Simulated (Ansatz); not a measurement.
Job for Ansatz (a program for electronic structure): R-B97M-V/def2-TZVPP on C4H10O (SMILES CCC(C)O).

Ansatz 0.2 input:
```yaml
crystal:
  periodic: [false, false, false]
  atoms:
    - {symbol: C, position_ang: [1.67623775, -0.19705569, -0.05633858]}
    - {symbol: C, position_ang: [0.56521849, 0.65276038, 0.55486587]}
    - {symbol: C, position_ang: [-0.83040319, 0.40132652, -0.02467591]}
    - {symbol: C, position_ang: [-1.30728067, -1.03239324, 0.11831654]}
    - {symbol: O, position_ang: [-0.87966987, 0.70561821, -1.42410079]}
    - {symbol: H, position_ang: [1.68291534, -0.10399489, -1.14296311]}
    - {symbol: H, position_ang: [2.65220774, 0.11645991, 0.31754705]}
    - {symbol: H, position_ang: [1.55526153, -1.25340477, 0.18744469]}
    - {symbol: H, position_ang: [0.80041024, 1.71456165, 0.41720625]}
    - {symbol: H, position_ang: [0.52063819, 0.49435074, 1.63700513]}
    - {symbol: H, position_ang: [-1.53413741, 1.05569750, 0.50782808]}
    - {symbol: H, position_ang: [-2.32734939, -1.12678147, -0.25406622]}
    - {symbol: H, position_ang: [-0.67452643, -1.70919294, -0.45613113]}
    - {symbol: H, position_ang: [-1.28901774, -1.34034358, 1.16520312]}
    - {symbol: H, position_ang: [-0.61050456, 1.62239165, -1.54714096]}
basis:
  gaussian:
    orbitals: def2-TZVPP
hamiltonian:
  xc: {name: B97M-V}
scf: {lower_state_search: off}
```

The head of its log:

```
WARN ansatz: RAYON_NUM_THREADS=1 ignored (pool sized by the plan → 1); use --threads N
Functional definition: B97M-V
these checks for a lower state are left out or cut short: stability, starts, cluster_reference, orbital_swaps, neighbouring_geometries, increment
integrals: 0.25 GiB planned
1461 factors; their error is unknown
mean field: 1.95 GiB planned
mean field evaluation 1: about -6346.6898 eV, gradient 7.8e1 eV
mean field evaluation 2: about -6328.9154 eV, gradient 1.2e2 eV
```

**Question.** Predict the final total energy.

**Answer.** -233.7443 hartree.
